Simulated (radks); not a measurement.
Spherical jellium clusters: N electrons in a uniform positive sphere of charge N and radius rs N^(1/3), rs = 3.99 bohr. Method: non-relativistic Kohn-Sham, PBE, spin-polarised, spherical densities; computed with a radial shooting solver with Libxc functionals. Levels are named by radial order and angular momentum (1s, 1p, 1d, 2s, ...), and open shells are averaged over m.

N = 10, configuration 1s2 1p6 1d(up 2, down 0). This is the lowest configuration that the search found. Occupied levels:

| level | occupation | eigenvalue (eV) | <r> (bohr) |
|---|---|---|---|
| 1s up | 1 | -4.7645 | 5.793 |
| 1s down | 1 | -4.6633 | 5.373 |
| 1p up | 3 | -3.7149 | 6.836 |
| 1p down | 3 | -3.4438 | 6.610 |
| 1d up | 2 | -2.3831 | 7.758 |

Energy (eV): total -17.6866, kinetic 17.673, external -371.90, Hartree 182.60, exchange-correlation -35.997, background 189.93.

Electron density:

| r (bohr) | n(r) (e/bohr^3) |
|---|---|
| 0.281 | 0.002195 |
| 1.34 | 0.002556 |
| 2.40 | 0.003260 |
| 3.46 | 0.004026 |
| 4.53 | 0.004489 |
| 5.58 | 0.004333 |
| 6.65 | 0.003474 |
| 7.71 | 0.002227 |
| 8.77 | 0.001117 |
| 9.83 | 0.0004591 |
| 10.9 | 0.0001712 |
| 11.9 | 0.00006147 |
| 13.0 | 0.00002167 |
| 14.1 | 7.543e-06 |
